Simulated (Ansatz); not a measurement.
Mulliken charges of `F[Si](F)(Cl)[SiH2]Cl` from r2SCAN/def2-TZVPP in Ansatz (PBE0-D4/def2-TZVP geometry).

```
atom   x (Å)   y (Å)   z (Å)  charge (e)
  F1  -1.037   0.545  -1.927      -0.285
 Si2  -0.568  -0.517  -0.851       0.790
  F3   0.220  -1.646  -1.635      -0.289
 Cl4  -2.220  -1.352  -0.023      -0.201
 Si5   0.803   0.469   0.765       0.318
 Cl6  -0.329   1.863   1.757      -0.230
  H7   1.961   1.141   0.132      -0.052
  H8   1.263  -0.561   1.726      -0.051
```

By hand: the dipole of these point charges (1 e Å = 4.8032 D).

Σ q r = (0.394, -0.126, 0.098) e Å, of length 0.425 e Å = 2.04 D.

How does the dipole of the full density compare? (Best estimate.)

The calculation gave: (0.255, -0.023, 0.161) e Å, 1.45 D; the point charges give 1.41 times that, at 22° from its direction.

Point charges leave out the atoms' own dipoles, such as those of lone pairs, and Mulliken's split depends on the basis, so the two needn't agree.
